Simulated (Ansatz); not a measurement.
4CzIPN, `N#Cc1c(-n2c3ccccc3c3ccccc32)c(C#N)c(-n2c3ccccc3c3ccccc32)c(-n2c3ccccc3c3ccccc32)c1-n1c2ccccc2c2ccccc21`, relaxed as a singlet with RKS PBE-D4/def2-SVP in Ansatz, starting from the GFN2-xTB geometry. Force threshold 0.03 eV/Å.

Single mean-field runs in def2-SVP are fitted with def2-universal-jkfit.

Start:

Cartesian coordinates in Å:
```
N 4.259 0.036 -1.621
C 3.129 0.044 -1.432
C 1.735 -0.003 -1.199
C 0.884 -0.421 -2.233
N 1.388 -0.661 -3.504
C 2.093 0.245 -4.282
C 2.396 1.572 -4.030
C 3.076 2.274 -5.008
C 3.437 1.675 -6.211
C 3.112 0.359 -6.476
C 2.429 -0.364 -5.509
C 1.916 -1.707 -5.459
C 1.965 -2.779 -6.338
C 1.386 -3.974 -5.956
C 0.775 -4.110 -4.713
C 0.714 -3.054 -3.822
C 1.273 -1.848 -4.212
C -0.481 -0.593 -1.965
C -1.360 -0.887 -3.033
N -2.068 -1.080 -3.913
C -0.999 -0.350 -0.681
N -2.364 -0.491 -0.454
C -3.174 0.437 0.186
C -2.921 1.767 0.478
C -3.919 2.488 1.106
C -5.148 1.911 1.411
C -5.423 0.601 1.068
C -4.433 -0.142 0.442
C -4.385 -1.482 -0.077
C -5.299 -2.525 -0.096
C -4.924 -3.724 -0.668
C -3.651 -3.892 -1.204
C -2.721 -2.869 -1.187
C -3.102 -1.656 -0.638
C -0.139 0.067 0.353
N -0.646 0.308 1.631
C -1.403 -0.575 2.385
C -1.766 -1.883 2.109
C -2.555 -2.542 3.031
C -2.944 -1.930 4.218
C -2.521 -0.653 4.531
C -1.739 0.033 3.612
C -1.125 1.332 3.610
C -1.074 2.366 4.534
C -0.393 3.520 4.200
C 0.189 3.670 2.945
C 0.137 2.659 2.004
C -0.479 1.472 2.364
C 1.234 0.239 0.092
N 2.106 0.614 1.107
C 2.160 0.047 2.372
C 1.610 -1.142 2.823
C 1.836 -1.495 4.140
C 2.611 -0.702 4.981
C 3.209 0.454 4.517
C 2.990 0.830 3.200
C 3.469 1.918 2.391
C 4.286 3.008 2.656
C 4.542 3.906 1.639
C 3.981 3.734 0.378
C 3.155 2.662 0.095
C 2.918 1.743 1.105
H 2.104 2.057 -3.110
H 3.328 3.310 -4.834
H 3.969 2.254 -6.951
H 3.373 -0.101 -7.416
H 2.456 -2.681 -7.295
H 1.412 -4.819 -6.627
H 0.344 -5.060 -4.436
H 0.255 -3.179 -2.853
H -1.985 2.236 0.217
H -3.739 3.523 1.356
H -5.902 2.504 1.906
H -6.387 0.162 1.271
H -6.278 -2.399 0.338
H -5.620 -4.549 -0.695
H -3.380 -4.841 -1.639
H -1.733 -3.029 -1.590
H -1.443 -2.387 1.211
H -2.872 -3.552 2.820
H -3.569 -2.473 4.910
H -2.793 -0.194 5.469
H -1.555 2.264 5.495
H -0.324 4.329 4.912
H 0.689 4.593 2.695
H 0.561 2.809 1.023
H 1.035 -1.784 2.174
H 1.408 -2.411 4.518
H 2.763 -1.010 6.004
H 3.840 1.051 5.156
H 4.705 3.148 3.640
H 5.178 4.759 1.821
H 4.190 4.455 -0.399
H 2.715 2.560 -0.885
```

(1) Estimate the energy that the relaxation releases and the steps that it takes.

(2) Does the start keep its bonding and symmetry?

(3) Predict the relaxed structure.

Results:

(1) 0.95 eV, in 6 steps; 68 s on 11 threads of AMD EPYC 7R13 on a shared host and a whole NVIDIA H100 80GB HBM3. No frequencies were taken in this run, so the end may be a saddle point.

(2) By distances, no bond broke or formed. The bond that changes most is N1–C2, from 1.15 to 1.17 Å (atoms count from 1).

(3) 
```xyz
94

N     4.340   -0.238   -1.572
C     3.182   -0.155   -1.402
C     1.768   -0.089   -1.196
C     0.895   -0.427   -2.258
N     1.403   -0.669   -3.542
C     2.102    0.259   -4.335
C     2.405    1.601   -4.070
C     3.095    2.315   -5.059
C     3.463    1.710   -6.280
C     3.138    0.373   -6.543
C     2.448   -0.367   -5.567
C     1.942   -1.726   -5.511
C     1.989   -2.817   -6.396
C     1.407   -4.031   -6.010
C     0.791   -4.167   -4.748
C     0.732   -3.096   -3.846
C     1.300   -1.880   -4.249
C    -0.497   -0.517   -2.013
C    -1.393   -0.698   -3.112
N    -2.123   -0.818   -4.022
C    -1.016   -0.306   -0.705
N    -2.397   -0.429   -0.493
C    -3.224    0.513    0.148
C    -2.964    1.855    0.451
C    -3.972    2.580    1.099
C    -5.216    1.989    1.408
C    -5.486    0.661    1.056
C    -4.484   -0.090    0.417
C    -4.424   -1.446   -0.092
C    -5.330   -2.520   -0.087
C    -4.936   -3.747   -0.634
C    -3.644   -3.910   -1.177
C    -2.722   -2.853   -1.196
C    -3.130   -1.625   -0.658
C    -0.141    0.067    0.356
N    -0.650    0.310    1.641
C    -1.390   -0.600    2.417
C    -1.728   -1.932    2.143
C    -2.466   -2.627    3.110
C    -2.839   -2.017    4.327
C    -2.462   -0.699    4.610
C    -1.727    0.021    3.652
C    -1.159    1.355    3.626
C    -1.163    2.427    4.534
C    -0.531    3.625    4.176
C     0.079    3.766    2.911
C     0.090    2.713    1.986
C    -0.508    1.505    2.369
C     1.255    0.192    0.101
N     2.148    0.548    1.123
C     2.213   -0.032    2.404
C     1.652   -1.230    2.862
C     1.873   -1.579    4.201
C     2.658   -0.770    5.049
C     3.257    0.402    4.569
C     3.038    0.779    3.233
C     3.503    1.885    2.418
C     4.302    3.010    2.684
C     4.529    3.941    1.663
C     3.959    3.759    0.385
C     3.160    2.644    0.095
C     2.948    1.711    1.119
H     2.107    2.082   -3.128
H     3.352    3.369   -4.877
H     4.004    2.299   -7.034
H     3.412   -0.092   -7.502
H     2.483   -2.718   -7.374
H     1.436   -4.892   -6.694
H     0.348   -5.133   -4.461
H     0.264   -3.213   -2.859
H    -2.009    2.332    0.194
H    -3.785    3.630    1.367
H    -5.988    2.587    1.917
H    -6.466    0.210    1.272
H    -6.332   -2.397    0.351
H    -5.637   -4.595   -0.639
H    -3.352   -4.881   -1.604
H    -1.720   -2.996   -1.623
H    -1.428   -2.428    1.211
H    -2.760   -3.668    2.908
H    -3.422   -2.589    5.064
H    -2.731   -0.231    5.569
H    -1.661    2.325    5.510
H    -0.520    4.469    4.881
H     0.560    4.717    2.639
H     0.551    2.846    0.999
H     1.060   -1.879    2.205
H     1.425   -2.506    4.590
H     2.813   -1.073    6.095
H     3.892    1.017    5.224
H     4.733    3.158    3.686
H     5.156    4.824    1.857
H     4.149    4.500   -0.405
H     2.723    2.518   -0.905
```
Bond lengths: 60 × C–C 1.40 to 1.45 Å; 14 × C–N 1.17 to 1.41 Å; 32 × C–H 1.10 Å.
